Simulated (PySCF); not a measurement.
**Correlation energy of P (phosphorus, neutral)**

[Ne] 3s2 3p2 4s1, high-spin 4P determinant (an excited configuration). All numbers are calculated (PySCF 2.14, the spin-free X2C one-electron Hamiltonian (Gaussian nucleus), in x2c-QZVPPall with one added diffuse shell each of s, p, d, f type (10s7p5d3f1g, 86 functions)). Frozen: [Ne]; 5 electrons correlated.

MP2 pair energies summed by pair of shells (mhartree):

```csv
pair,energy,share (%)
3s-3p,-41.46,53.9
3s-3s,-18.32,23.8
3p-3p,-6.71,8.7
3s-4s,-5.44,7.1
3p-4s,-5.07,6.6
```

Total MP2 correlation energy: -76.99 mhartree.

Same-spin part -17.02 and opposite-spin part -59.98 mhartree; SCS-MP2 scales them by 1/3 and 6/5 to -77.64 mhartree.
